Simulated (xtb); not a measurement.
ketene (C$_{2}$H$_{2}$O), singlet, geometry from GFN2-xTB; GFN1-xTB in xtb.

Here is a job for xtb.
```
$ xtb mol.xyz --gfn 1 --json

# file mol.xyz
5

C     -0.01148162     0.02136311    -1.19190098
C      0.00092956    -0.00172957     0.09649676
H      0.00249612     0.94826436    -1.73006124
H     -0.03614064    -0.88566416    -1.76255958
O      0.01211961    -0.02255018     1.25813077
```

The log (banner, timings and long lists left out):

```
   ID    Z sym.   atoms
    1    6 C      1, 2
    2    1 H      3, 4
    3    8 O      5

           -------------------------------------------------
          |                Calculation Setup                |
           -------------------------------------------------

           -------------------------------------------------
          |                 G F N 1 - x T B                 |
           -------------------------------------------------

          ...................................................
          :                      SETUP                      :
          :.................................................:
          :  # basis functions                  16          :
          :  # atomic orbitals                  16          :
          :  # shells                           10          :
          :  # electrons                        16          :
          :  # halogen bonds                     0          :
          :  max. iterations                   250          :
          :  Hamiltonian                  GFN1-xTB          :
          :  restarted?                      false          :
          :  GBSA solvation                  false          :
          :  PC potential                    false          :
          :  electronic temp.          300.0000000     K    :
          :  accuracy                    1.0000000          :
          :  -> integral cutoff          0.2500000E+02      :
          :  -> integral neglect         0.1000000E-07      :
          :  -> SCF convergence          0.1000000E-05 Eh   :
          :  -> wf. convergence          0.2000000E-04 e    :
          :  Broyden damping             0.4000000          :
          :  net charge                          0          :
          :  unpaired electrons                  0          :
          ...................................................

 iter      E             dE          RMSdq      gap      omega  full diag
   1    -10.0180145 -0.100180E+02  0.989E+00    5.20       0.0  T
   2    -10.1087448 -0.907303E-01  0.541E+00    3.85       1.0  T
   3    -10.1103276 -0.158282E-02  0.260E+00    4.19       1.0  T
   4    -10.1134036 -0.307603E-02  0.187E-01    4.05       1.0  T
   5    -10.1135529 -0.149306E-03  0.475E-02    4.06       1.0  T
   6    -10.1135533 -0.409367E-06  0.208E-02    4.06       2.2  T
   7    -10.1135553 -0.196614E-05  0.369E-04    4.06     121.1  T
   8    -10.1135553  0.451055E-08  0.111E-03    4.06      40.2  T
   9    -10.1135553 -0.481754E-08  0.628E-06    4.06    7122.7  T
  10    -10.1135553 -0.168754E-12  0.678E-08    4.06  100000.0  T

   *** convergence criteria satisfied after 10 iterations ***

         :::::::::::::::::::::::::::::::::::::::::::::::::::::
         ::                     SUMMARY                     ::
         :::::::::::::::::::::::::::::::::::::::::::::::::::::
         :: total energy              -9.957854873266 Eh    ::
         :: gradient norm              0.015046250044 Eh/a0 ::
         :: HOMO-LUMO gap              4.056812326022 eV    ::
         ::.................................................::
         :: SCC energy               -10.113555290727 Eh    ::
         :: -> electrostatic           0.035172784874 Eh    ::
         :: repulsion energy           0.156531721243 Eh    ::
         :: dispersion energy         -0.000831303781 Eh    ::
         :: halogen bond corr.         0.000000000000 Eh    ::
         :: add. restraining           0.000000000000 Eh    ::
         :: total charge              -0.000000000000 e     ::
         :::::::::::::::::::::::::::::::::::::::::::::::::::::

           -------------------------------------------------
          |                Property Printout                |
           -------------------------------------------------

    * Orbital Energies and Occupations

         #    Occupation            Energy/Eh            Energy/eV
      -------------------------------------------------------------
         1        2.0000           -0.8363307             -22.7577
         2        2.0000           -0.6952876             -18.9197
         3        2.0000           -0.6386292             -17.3780
         4        2.0000           -0.6329148             -17.2225
         5        2.0000           -0.6296498             -17.1336
         6        2.0000           -0.5702472             -15.5172
         7        2.0000           -0.5474453             -14.8967
         8        2.0000           -0.4387576             -11.9392 (HOMO)
         9                         -0.2896724              -7.8824 (LUMO)
        10                         -0.2053040              -5.5866
        11                         -0.1340246              -3.6470
        12                         -0.0840286              -2.2865
        13                          0.2648687               7.2074
        14                          0.3607419               9.8163
        15                          0.3918399              10.6625
        16                          1.2579504              34.2306
      -------------------------------------------------------------
                  HL-Gap            0.1490851 Eh            4.0568 eV
             Fermi-level           -0.3642150 Eh           -9.9108 eV

  Mulliken/CM5 charges         n(s)   n(p)   n(d)
     1C    -0.27457 -0.37280   1.001  3.274  0.000
     2C     0.46344  0.49589   1.046  2.491  0.000
     3H     0.09767  0.15274   0.902  0.000  0.000
     4H     0.09767  0.15274   0.902  0.000  0.000
     5O    -0.38421 -0.42857   1.728  4.656  0.000

Wiberg/Mayer (AO) data.
largest (>0.10) Wiberg bond orders for each atom

 ---------------------------------------------------------------------------
     #   Z sym  total        # sym  WBO       # sym  WBO       # sym  WBO
 ---------------------------------------------------------------------------
     1   6 C    3.877 --     2 C    1.797     4 H    0.925     3 H    0.925
                             5 O    0.231
     2   6 C    3.811 --     5 O    1.951     1 C    1.797
     3   1 H    0.991 --     1 C    0.925
     4   1 H    0.991 --     1 C    0.925
     5   8 O    2.243 --     2 C    1.951     1 C    0.231
 ---------------------------------------------------------------------------

Topologies differ in total number of bonds
Writing topology from bond orders to xtbtopo.mol

 dipole moment from electron density (au)
     X       Y       Z
  -0.0094   0.0174  -0.9732  total (Debye):    2.474

           -------------------------------------------------
          | TOTAL ENERGY               -9.957854873266 Eh   |
          | GRADIENT NORM               0.015046250044 Eh/α |
          | HOMO-LUMO GAP               4.056812326022 eV   |
           -------------------------------------------------

normal termination of xtb
```
